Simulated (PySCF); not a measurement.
PySCF 2.14 output of an unrestricted r2SCAN calculation on a single atom or ion in x2c-TZVPPall with one added diffuse shell each of s, p, d type (7s6p5d1f, 57 functions), with the spin-free X2C one-electron Hamiltonian (Gaussian nucleus):

```
SCF conv_tol = 1e-09
number electrons alpha = 18  beta = 17
    J. W. Furness, A. D. Kaplan, J. Ning, J. P. Perdew, and J. Sun.,  J. Phys. Chem. Lett. 11, 8208-8215 (2020)
    J. W. Furness, A. D. Kaplan, J. Ning, J. P. Perdew, and J. Sun.,  J. Phys. Chem. Lett. 11, 9248-9248 (2020)
    J. W. Furness, A. D. Kaplan, J. Ning, J. P. Perdew, and J. Sun.,  J. Phys. Chem. Lett. 11, 8208-8215 (2020)
    J. W. Furness, A. D. Kaplan, J. Ning, J. P. Perdew, and J. Sun.,  J. Phys. Chem. Lett. 11, 9248-9248 (2020)
cycle= 1 E= -2429.86470345653  delta_E= -0.011  |g|= 0.0948  |ddm|= 0.152
cycle= 2 E= -2429.86526093253  delta_E= -0.000557  |g|= 0.0731  |ddm|= 0.069
cycle= 3 E= -2429.86584818449  delta_E= -0.000587  |g|= 0.00582  |ddm|= 0.0262
cycle= 4 E= -2429.8658645566  delta_E= -1.64e-05  |g|= 0.00218  |ddm|= 0.00936
cycle= 5 E= -2429.86586841677  delta_E= -3.86e-06  |g|= 0.000179  |ddm|= 0.00351
cycle= 6 E= -2429.86586852703  delta_E= -1.1e-07  |g|= 4.67e-05  |ddm|= 0.000862
cycle= 7 E= -2429.86586853442  delta_E= -7.39e-09  |g|= 5.09e-06  |ddm|= 0.000271
cycle= 8 E= -2429.86586853448  delta_E= -6.23e-11  |g|= 1.66e-07  |ddm|= 2.91e-05
converged SCF energy = -2429.86586853448  <S^2> = 0.75522527  2S+1 = 2.0052185
```

The run itself started from symmetry-adapted Hartree-Fock orbitals and held the occupation by maximum overlap, on a logarithmic radial grid, so the iterations belong to that start.

Question: Which element, charge and spin multiplicity is this?

Answer: Se⁻ (selenium, charge -1), multiplicity 2; the state was [Ar] 3d10 4s2 4p5, 2P determinant.

At r2SCAN the highest occupied level has a positive energy, so only the finite basis holds that electron; in a semilocal or global hybrid functional this comes from self-interaction and does not mean that the real anion is unbound.
